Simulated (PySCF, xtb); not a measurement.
H11NSi4, SMILES [SiH3]N[SiH2][SiH2][SiH3].

xtb with GFN2-xTB at its own geometry gives an orbital gap of 3.81 eV and a dipole moment of 0.35 D.

Geometry optimised at ωB97X-D3(BJ)/def2-SVP. The structure was generated by enumeration, and PubChem lists no compound with its InChIKey, so it may never have been made. Other conformers were not sampled.

Problem. What does CAM-B3LYP/def2-TZVP (PySCF) give? (The exact figures need the calculation; the answer reports its results.)

Solution. gap 8.92 eV (levels -8.44 and 0.48 eV), dipole 0.87 D.
